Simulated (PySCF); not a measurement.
## Dipole response of C³⁺ (carbon, charge +3)

[He] 2s1, 2S determinant. Computed with PySCF 2.14 in dyall-acv3z, with the spin-free X2C one-electron Hamiltonian (Gaussian nucleus). Coupled (time-dependent) response in atomic units; α is the mean over directions.

```
method  mean α (bohr³)  C₆ (like pair)  S(−4)
   UHF           3.479           2.885  38.12
   PBE           3.087           2.435  29.86
  PBE0           3.178           2.538  31.67
 HSE06           3.225           2.587  32.75
  BLYP           3.032           2.359  29.13
```

S(−4) is the Cauchy moment in α(ω) = α(0) + S(−4) ω² + …

α(iu) at PBE:

| u (hartree) | α(iu) (bohr³) |
| --- | --- |
| 0 | 3.087 |
| 0.0500 | 3.015 |
| 0.100 | 2.816 |
| 0.200 | 2.239 |
| 0.300 | 1.685 |
| 0.500 | 0.9771 |
| 0.750 | 0.5747 |
| 1.00 | 0.3872 |
| 1.50 | 0.2209 |
| 2.00 | 0.1476 |
| 3.00 | 0.08261 |
| 5.00 | 0.03941 |

A single London oscillator, α(iu) = α/(1 + u²/ω²), gives C₆ = (3/4) ω α². Matching the computed C₆ needs ω = 4 × 2.435 / (3 × 3.087²) = 0.341 hartree.

For an ion, C₆ is the dispersion term alone; charge-induced terms of lower order in 1/R come first.
